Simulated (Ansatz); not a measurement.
Job for Ansatz (a first-principles code): R-PBE/def2-TZVPP on H4O4Si (SMILES O[Si](O)(O)O).

Ansatz 0.2 input:
```yaml
crystal:
  periodic: [false, false, false]
  atoms:
    - {symbol: Si, position_ang: [0.00000036, -0.00000511, -0.00000197]}
    - {symbol: O, position_ang: [0.87219068, 1.06672191, 0.88097853]}
    - {symbol: H, position_ang: [1.63890883, 0.72674749, 1.34898174]}
    - {symbol: O, position_ang: [1.07390043, -1.04084613, -0.66191744]}
    - {symbol: H, position_ang: [0.73423786, -1.88350189, -0.97339679]}
    - {symbol: O, position_ang: [-0.87799388, 0.88359561, -1.05978190]}
    - {symbol: H, position_ang: [-0.46037380, 1.66373297, -1.43319488]}
    - {symbol: O, position_ang: [-1.06806582, -0.90947782, 0.84073970]}
    - {symbol: H, position_ang: [-1.91270466, -0.50696702, 1.05759301]}
basis:
  gaussian:
    orbitals: def2-TZVPP
hamiltonian:
  xc: {name: PBE}
scf: {lower_state_search: off}
```

Give the final energy of this run.

-592.7004 hartree.
